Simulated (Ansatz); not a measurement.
Total energies of Sn7Ge7H20, an alloyed nanocrystal cut from the lattice of tin (7 Ge, random) from Ansatz at PBE0-D4/def2-SVP, gas phase (1 Eh = 27.2114 eV = 2625.5 kJ/mol). The reference geometry is relaxed at r2SCAN-D4/def2-SVP.

```xyz
34

Sn   -1.337    3.476   -1.307
Sn   -0.357   -3.997   -0.395
Sn   -2.464   -0.201    0.584
Sn    0.560   -0.154   -2.467
Ge    2.599    2.695   -0.227
Ge    1.570   -0.761    1.533
Sn   -0.206    2.736    2.769
Sn    0.292   -2.907   -2.885
Ge   -1.704    0.905   -1.670
Ge    0.544    3.782    0.491
Sn   -2.842   -2.963    0.355
Ge    1.464   -3.186    1.309
Ge   -0.536    0.177    2.324
Ge    2.284    0.300   -0.543
H    -2.788    4.227   -0.768
H    -0.869    4.218   -2.787
H    -0.366   -5.721   -0.434
H    -3.886    0.597    1.151
H     1.088    0.662   -3.893
H     3.087    3.316   -1.552
H     3.696    2.934    0.832
H     2.644   -0.444    2.604
H    -1.676    3.448    3.304
H     0.990    3.000    3.977
H    -0.946   -3.213   -4.040
H     1.753   -3.576   -3.500
H    -2.793    0.678   -2.746
H     0.831    5.291    0.672
H    -4.050   -3.352   -0.808
H    -3.355   -3.604    1.868
H     1.190   -3.797    2.699
H     2.846   -3.699    0.847
H    -0.910   -0.549    3.640
H     3.647   -0.320   -0.936
```

```tsv
state	geometry	energy (Eh)
charge 0 singlet	reference	-16047.86237
charge 1 doublet	reference	-16047.57187
charge -1 doublet	reference	-16047.87849
charge -1 doublet	relaxed at r2SCAN-D4/def2-SVP	-16047.91468
free Sn atom (triplet)	–	-214.25429
free Ge atom (triplet)	–	-2076.39507
free H atom (doublet)	–	-0.50029
```

In the def2 sets Sn takes a core potential; there is no spin–orbit coupling. Single mean-field runs in def2-SVP are fitted with def2-universal-jkfit.

Q: Work out the vertical ionisation energy to the doublet.

A: E(charge 1 doublet) − E(charge 0 singlet) = -16047.57187 − (-16047.86237) = 0.29050 Eh = 7.90 eV. For comparison, −ε of the highest occupied level is 6.79 eV at this level, 1.11 eV less.

Q: Work out the vertical electron affinity, to the doublet.

A: E(charge 0 singlet) − E(charge -1 doublet) = -16047.86237 − (-16047.87849) = 0.01612 Eh = 0.44 eV. The basis lacks diffuse functions, which makes affinities too small.

Q: Give the fundamental gap IE − EA, the Mulliken electronegativity (IE + EA)/2 and the hardness (IE − EA)/2.

A: From the values in Eh: IE − EA = 0.29050 − 0.01612 = 0.27438 Eh = 7.47 eV; (IE + EA)/2 = 4.17 eV; (IE − EA)/2 = 3.73 eV. The HOMO–LUMO gap of the same run is 5.40 eV, 2.07 eV smaller than the fundamental gap.

Q: How much does the charge -1 doublet relax, and what is the adiabatic electron affinity?

A: Relaxation: -16047.87849 − (-16047.91468) = 0.03619 Eh = 0.98 eV. Adiabatic electron affinity: 0.05231 Eh = 1.42 eV, without zero-point energy. 

Q: What is the binding energy per atom against free atoms?

A: Atoms: 7 × (-214.25429) + 7 × (-2076.39507) + 20 × (-0.50029) = -16044.55132 Eh. Binding: -16044.55132 − (-16047.86237) = 3.31105 Eh = 90.10 eV, or 2.65 eV for each of 34 atoms (no zero-point energy, no counterpoise term).

At PBE0-D4/def2-SVP the highest occupied level of the charge -1 doublet lies above zero (up to 0.64 eV). By energy differences its removal costs 0.44 eV (vertical, to the charge 0 singlet, at PBE0-D4/def2-SVP); self-interaction error and the lack of diffuse functions both raise the level.
